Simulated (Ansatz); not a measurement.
The cluster Cr2O2⁻, relaxed as a quartet with UKS PBE-D4/def2-SVPD in Ansatz, starting from the PBE-D4/def2-SVPD geometry of the charge -1 doublet. Force threshold 0.02 eV/Å.

The charge -1 quartet is spin-contaminated (final ⟨S²⟩ up to 6.13, 3.75 for a pure state). The highest occupied level of the charge -1 quartet lies above zero (up to 0.86 eV). The electron is either unbound and held by the finite basis, or the level is raised by self-interaction error. Another isomer (doublet) lies 0.32 eV lower at PBE0-D4/def2-TZVPD.

Start:

| atom | x (Å) | y (Å) | z (Å) |
| --- | --- | --- | --- |
| Cr1 | -0.259 | -0.683 | -0.264 |
| Cr2 | 0.016 | 1.833 | -0.387 |
| O3 | 1.175 | 0.501 | -0.217 |
| O4 | -0.933 | -1.651 | 0.868 |

(1) Estimate the energy that the relaxation releases and the steps that it takes.

(2) Does the start keep its bonding and symmetry?

(3) Predict the relaxed structure.

Results:

(1) 0.45 eV, in 8 steps; 16 s on 4 threads of Arm Neoverse V2 on a shared host. No frequencies were taken in this run, so the end may be a saddle point.

(2) By distances, no bond broke or formed. The bond that changes most is Cr2–O3, from 1.77 to 2.04 Å (atoms count from 1).

(3) 
```xyz
4

Cr   -0.175   -0.665   -0.242
Cr   -0.082    1.928   -0.363
O     1.192    0.338   -0.238
O    -0.935   -1.602    0.843
```
Bond lengths (bridged metal pairs left out): 3 × Cr–O 1.62 to 2.04 Å.
